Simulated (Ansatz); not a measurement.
Ansatz results at the PBE0-D4/def2-TZVP geometry: HOMO–LUMO gap (PBE/def2-TZVPP) 3.86 eV; LUMO energy (ωB97M-V/def2-TZVPP) 0.77 eV; HOMO–LUMO gap (PBE0/def2-TZVPP) 6.24 eV.

Task: Which molecule gave them?
A. `CC#[N+][BH-](C)C`
B. `CC#[N+][B-](Cl)(Cl)Cl`
C. `C[NH+](C)[InH3-]`
D. `[SiH3][OH+][GaH3-]`

Result: B. The others give `[SiH3][OH+][GaH3-]`: 4.72, 0.72, 6.82; `C[NH+](C)[InH3-]`: 5.20, 1.08, 7.11; `CC#[N+][BH-](C)C`: 4.58, 1.56, 6.79.
